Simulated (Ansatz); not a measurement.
The cluster Re₄: single points at one geometry.

```yaml
crystal:
  periodic: [false, false, false]
  atoms:
    - {symbol: Re, position_ang: [1.470965, 0.737158, 0.457458]}
    - {symbol: Re, position_ang: [-0.624584, 1.243612, -0.258676]}
    - {symbol: Re, position_ang: [0.628979, -1.170614, -0.487466]}
    - {symbol: Re, position_ang: [-1.475360, -0.810146, 0.288674]}
basis:
  gaussian: {orbitals: def2-TZVP, initial_orbitals: start.molden}
hamiltonian: {xc: {name: B3LYP}, dispersion: d4}
scf: {omitted_lower_state_checks: [starts]}
output: {orbitals: {seedname: orbitals}}
```

The file start.molden holds the orbitals of an earlier run on this structure, at another level or in another basis.

```sh
$ ansatz run in.yaml --threads 2 --pin off --events-out ev --progress --plain --max-ram 4352MiB
```

Shortened log:

```
Functional definition: B3LYP
1508 factors; their error is unknown
mean field evaluation 1: about -8519.6302 eV, gradient 5.6e0 eV
mean field evaluation 2: about -8519.6890 eV, gradient 9.4e-2 eV
mean field evaluation 4: about -8519.7009 eV, gradient 3.5e-3 eV
mean field -8519.70085317 eV, -313.0932314935 hartree, gradient 1.4e-5 eV, S^2 0.000000; 0 other end points of the search recorded, 0 dependent functions left out
reference -8519.70105156 eV, -313.0932387839 hartree; 30, 30 occupied and 130, 130 virtual orbitals, 1508 factors
Total energy: -8520.23101999 eV, -313.1127147648 hartree
Checks for a lower state left out: starts
```

It took 8.5 s on 2 threads of Intel Xeon Platinum 8375C on a shared host.

As the first input, with `hamiltonian: {xc: r2scan, dispersion: d4}` (abridged; 9.5 s):

```
Functional definition: r2SCAN
mean field -8522.06187917 eV, -313.1799975984 hartree, gradient 2.1e-5 eV, S^2 0.000000
Total energy: -8522.11014612 eV, -313.1817713761 hartree
Checks for a lower state left out: starts
```

First input, but with `hamiltonian: {xc: pbe0, dispersion: d4}` (abridged; 8 s):

```
Functional definition: PBE0
mean field -8515.43117818 eV, -312.9363238314 hartree, gradient 2.6e-5 eV, S^2 0.000000
Total energy: -8515.70153044 eV, -312.9462590939 hartree
Checks for a lower state left out: starts
```

First input, but with `hamiltonian: {xc: pbe, dispersion: d4}`, `output: {forces: true, orbitals: {seedname: orbitals}}` (abridged; 8.5 s):

```
Functional definition: PBE
mean field evaluation 16: about -8524.4390 eV, gradient 3.2e-5 eV
mean field -8524.43897964 eV, -313.2673544297 hartree, gradient 4.0e-6 eV, S^2 0.000000
Total energy: -8524.75597159 eV, -313.2790036688 hartree
Atom 0 force    -0.331123    -0.094265    -0.096903 eV/Å
Atom 1 force     0.174064    -0.175659     0.069447 eV/Å
Atom 2 force    -0.174515     0.159303     0.100131 eV/Å
Atom 3 force     0.331574     0.110621    -0.072675 eV/Å
Dipole moment:     0.001377     0.022961    -0.234751 e Å
Checks for a lower state left out: starts
```

As the first input, with `hamiltonian: {xc: {name: BHLYP}, dispersion: d4}` (abridged; 13 s):

```
Functional definition: BHLYP
mean field -8497.83901916 eV, -312.2898239120 hartree, gradient 1.1e-5 eV, S^2 0.000000
Total energy: -8498.64456557 eV, -312.3194271966 hartree
Checks for a lower state left out: starts
```

As the first input, with `correlation: {method: ccsd_t}` and without the key `hamiltonian` (abridged; 15 min):

```
Functional definition: HF
mean field evaluation 16: about -8424.8210 eV, gradient 8.3e-4 eV
mean field evaluation 32: about -8418.6200 eV, gradient 2.2e1 eV
mean field evaluation 64: about -8423.2813 eV, gradient 1.9e0 eV
mean field evaluation 96: about -8423.7946 eV, gradient 6.3e-3 eV
mean field evaluation 128: about -8422.8589 eV, gradient 8.9e-2 eV
mean field evaluation 160: about -8419.2240 eV, gradient 1.3e1 eV
mean field evaluation 192: about -8424.0565 eV, gradient 7.4e-1 eV
mean field -8424.82101718 eV, -309.6064618324 hartree, gradient 2.6e-6 eV, S^2 0.000000; 2 other end points of the search recorded, 0 dependent functions left out; unrestricted orbitals would lower it
mean field evaluation 224: about -8430.9390 eV, gradient 4.6e-2 eV
mean field evaluation 256: about -8433.1273 eV, gradient 8.0e-2 eV
mean field evaluation 288: about -8424.7581 eV, gradient 2.8e-1 eV
mean field evaluation 320: about -8424.7906 eV, gradient 7.0e-3 eV
mean field evaluation 352: about -8430.9365 eV, gradient 1.6e-1 eV
[...]
cycle  12  -47.80874996 eV  change   -4.3e-7 eV  update   4.7e-4
cycle  13  -47.80904797 eV  change   -3.0e-4 eV  update   3.1e-4
cycle  14  -47.80888900 eV  change    1.6e-4 eV  update   2.6e-4
cycle  15  -47.80883607 eV  change    5.3e-5 eV  update   1.8e-4
cycle  16  -47.80876269 eV  change    7.3e-5 eV  update   1.8e-4
cycle  17  -47.80898006 eV  change   -2.2e-4 eV  update   9.1e-5
cycle  18  -47.80895459 eV  change    2.5e-5 eV  update   6.6e-5
cycle  19  -47.80894284 eV  change    1.2e-5 eV  update   4.8e-5
cycle  20  -47.80902452 eV  change   -8.2e-5 eV  update   3.4e-5
cycle  21  -47.80899144 eV  change    3.3e-5 eV  update   2.5e-5
perturbative correction -4.32484215 eV, -0.1589350176 hartree
WARN: the results are in doubt because among natural orbitals the method converges to other amplitudes
Total energy: -8476.95485077 eV, -311.5223448794 hartree
In doubt: among natural orbitals the method converges to other amplitudes
Checks for a lower state left out: starts
```

Geometry: PBE-D4/def2-SVP.

In the def2 sets Re takes a core potential; there is no spin–orbit coupling. B3LYP takes the VWN-RPA correlation. Correlated methods freeze no core orbitals; core or outer-core shells of Re are correlated, in sets that lack core-valence functions. The restricted singlet is unstable towards broken spin symmetry in Hartree–Fock (as tested in another run); at B3LYP-D4/def2-TZVP, r2SCAN-D4/def2-TZVP, PBE0-D4/def2-TZVP, PBE-D4/def2-TZVP and others this wasn't settled. At CCSD(T)/def2-TZVP the program marks the result for the charge 0 singlet as doubtful (other amplitudes). At CCSD(T)/def2-TZVP T1 of the charge 0 singlet is large (up to 0.108), so the single-reference result is doubtful. At CCSD(T)/def2-TZVP the restricted singlet (for correlated methods, its reference) is unstable: a solution with broken spin symmetry lies lower. Another isomer (triplet) lies 0.86 eV lower at PBE0-D4/def2-TZVP; other spin states weren't run for this one.
